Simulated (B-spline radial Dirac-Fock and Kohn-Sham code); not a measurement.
**Binding energies of Ru at several levels of theory**

System: the free ruthenium atom, configuration 1s2 2s2 2p6 3s2 3p6 3d10 4s2 4p6 4d6 5s2 (an excited configuration).

The density-functional columns are spherical, spin-unpolarised Dirac-Kohn-Sham results without Breit or QED terms: −ε is minus the orbital energy of the initial state and ΔSCF the difference of two total energies. The reference in the last column comes from Dirac-Fock energy differences between relaxed states, corrected for Breit and QED terms. All numbers are from an atomic code on a B-spline grid, in eV; a selection of levels is shown. The Kohn-Sham columns are given as differences from the reference. For the 1s level of heavy atoms much of the gap between ΔSCF and the reference is the Breit and QED part, -63.3 eV here; for other levels the error of the functional can be larger.

```csv
level,LDA −ε − DF,LDA ΔSCF − DF,Dirac-Fock
K (1s),-230.4,+55.9,22130.0
L1 (2s),-91.8,-43.6,3243.8
L2 (2p1/2),-66.7,-6.6,2981.5
L3 (2p3/2),-68.4,-11.2,2852.5
M1 (3s),-44.1,-28.2,601.6
M2 (3p1/2),-34.0,-17.7,499.3
M3 (3p3/2),-33.7,-17.9,476.8
M4 (3d3/2),-17.3,-0.3,296.7
M5 (3d5/2),-17.5,-0.7,292.6
N1 (4s),-13.8,-7.0,93.43
N2 (4p1/2),-8.5,-2.0,60.52
N3 (4p3/2),-8.6,-2.2,57.13
"N4,5 (4d)",-3.6,+1.7,11.43
O1 (5s),-1.2,+2.1,6.61
```

Values without a named source are computed, but for edge energies of neutral atoms, which are taken from tables.
